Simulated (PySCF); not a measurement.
## Electron correlation in O²⁺ (oxygen, charge +2)

[He] 2s2 2p2, high-spin 3P determinant. All numbers are calculated (PySCF 2.14, scalar relativity by spin-free X2C-1e, in Sapporo-DZP-2012 (4s3p1d, 18 functions)). Frozen: 1s2; 4 electrons correlated.

MP2 pair energies summed by pair of shells (mhartree):

```csv
pair,energy,share (%)
2s-2p,-35.47,59.1
2s-2s,-19.48,32.4
2p-2p,-5.11,8.5
```

Total MP2 correlation energy: -60.06 mhartree.

Same-spin part -9.12 and opposite-spin part -50.94 mhartree; SCS-MP2 scales them by 1/3 and 6/5 to -64.17 mhartree.

```csv
level,correlation energy (mhartree)
CCSD,-83.67
(T),-0.67
CCSD(T),-84.34
```

Diagnostics: T1 = 0.0051, D1 = 0.0098, largest double amplitude 0.123.

Cost of the coupled-cluster step: 0.16 s of wall time on 1 thread of Neoverse-N1 (shared host), for 4 correlated electrons.
